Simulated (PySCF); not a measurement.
Species: Cl2CrO2 (singlet state).
SMILES with atom numbers: `[O:1]=[Cr:2](=[O:3])([Cl:4])[Cl:5]`

The calculation used core-valence-separated Tamm–Dancoff BHandHLYP/aug-pcX-1 (def2-SVPD on Cr, def2-SVPD on Cl) in PySCF, non-relativistic, gas phase, PBE0-D3(BJ)/def2-SVP geometry.

Computed oxygen K-edge spectrum, Gaussian lines of 0.5 eV full width, highest printed point 100; it ends one width below the last computed root. Absolute energies from this functional tend to lie a few eV below measured edges; no shift was applied.

| photon energy (eV) | absorption |
| --- | --- |
| 527.2 | 1 |
| 527.4 | 9 |
| 527.6 | 46 |
| 527.8 | 100 |
| 528.0 | 89 |
| 528.2 | 33 |
| 528.4 | 7 |
| 528.6 | 14 |
| 528.8 | 47 |
| 529.0 | 68 |
| 529.2 | 40 |
| 529.4 | 10 |
| 529.6 | 1 |
| 529.8 | 0 |
| 530.0 | 2 |
| 530.2 | 16 |
| 530.4 | 53 |
| 530.6 | 71 |
| 530.8 | 40 |
| 531.0 | 9 |
| 531.2 | 1 |
| 531.4 | 0 |
| 531.6 | 0 |
| 531.8 | 1 |
| 532.0 | 5 |
| 532.2 | 16 |
| 532.4 | 20 |
| 532.6 | 10 |
| 532.8 | 2 |
| 533.0 | 0 |
| 533.2 | 0 |
| 533.4 | 0 |
| 533.6 | 0 |
| 533.8 | 0 |
| 534.0 | 0 |
| 534.2 | 0 |
| 534.4 | 0 |
| 534.6 | 0 |
| 534.8 | 0 |
| 535.0 | 0 |
| 535.2 | 0 |
| 535.4 | 0 |
| 535.6 | 0 |
| 535.8 | 0 |
| 536.0 | 0 |

Question: Where are the maxima, and which lines make them up?

Answer: 4 maxima:
- 527.9 eV: O1/O3 (oxygen bonded to Cr), 527.87 eV, f = 0.091, sum of 2, 100 % of the height at the exact maximum
- 529.0 eV: O1/O3 (oxygen bonded to Cr), 528.98 eV, f = 0.058, sum of 2, 100 % of the height at the exact maximum
- 530.6 eV: O1/O3 (oxygen bonded to Cr), 530.57 eV, f = 0.062, sum of 2, 100 % of the height at the exact maximum
- 532.3 eV: O1/O3 (oxygen bonded to Cr), 532.35 eV, f = 0.018, sum of 2, 100 % of the height at the exact maximum

Roots within 0.03 eV on the same or equivalent atoms count as one line; shares under 12 % aren't listed.

Vibrational structure and lifetime widths aren't in the curve. The ionisation threshold wasn't computed; near and above it a finite basis only mimics Rydberg series and continuum.

Cost: about 19 s of CPU time on one thread; the machine was shared, so the figure is rough.
